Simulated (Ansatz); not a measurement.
The same ligand exchange along the group B, Al, In.

Gas-phase electronic energies from Ansatz, PBE0-D4/def2-TZVP geometries. CCSD(T)/CBS is the MP2 limit (def2-TZVPP, def2-QZVPP) plus CCSD(T) − MP2 in def2-TZVPP, frozen cores. This one scheme is used for every species. DFT in def2-TZVPP. def2 core potentials past Kr. For In outer-core shells are correlated without core-valence functions, which leaves a few kJ/mol of doubt a bond. Each species was taken in one conformer, which may not be the lowest.

| reaction | PBE0-D4 (kJ/mol) | ωB97M-V (kJ/mol) | B97M-V (kJ/mol) | CCSD(T)/CBS(def2) (kJ/mol) |
| --- | --- | --- | --- | --- |
| `C#CBN` + HCl → `NBCl` + acetylene | -37 | -41 | -35 | -39 |
| `C#[C][AlH][NH2]` + HCl → `[NH2][AlH][Cl]` + acetylene | -103 | -104 | -100 | -103 |
| `C#[C][InH][NH2]` + HCl → `[NH2][InH][Cl]` + acetylene | -97 | -96 | -102 | -94 |

Largest T1 diagnostic: 0.016, for `C#[C][InH][NH2]`.
